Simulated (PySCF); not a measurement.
# Potential energy of H₂ along the bond

Set-up: PySCF, no relativity, basis sets H def2-TZVPPD. Energies in eV from H + H in their ground configurations at the same level. State: singlet, closed shell.

```
R (Å)     PBE
0.640  -4.269
0.670  -4.406
0.699  -4.491
0.722  -4.527
0.744  -4.541
0.766  -4.538
0.796  -4.510
0.833  -4.443
0.878  -4.326
0.937  -4.124
```

Question: Put a parabola through the three lowest points of the PBE curve and estimate Re, k and ωe (reduced mass 0.5039 u; 1 eV/Å² = 0.16022 mdyn/Å; ωe = 1302.8·√(k/μ) cm⁻¹).

Answer: Through R = 0.722, 0.744, 0.766 Å the second-order coefficient is 17.6 eV/Å², so Re ≈ 0.751 Å, k ≈ 5.63 mdyn/Å and ωe ≈ 4354 cm⁻¹. A polynomial fit of higher order to the unrounded PBE energies gives Re = 0.751 Å, k = 5.53 mdyn/Å, ωe = 4316 cm⁻¹; anharmonicity and rounding make the difference.

The higher-order fit for each curve: PBE: Re = 0.751 Å, ωe = 4316 cm⁻¹, De = 4.54 eV.
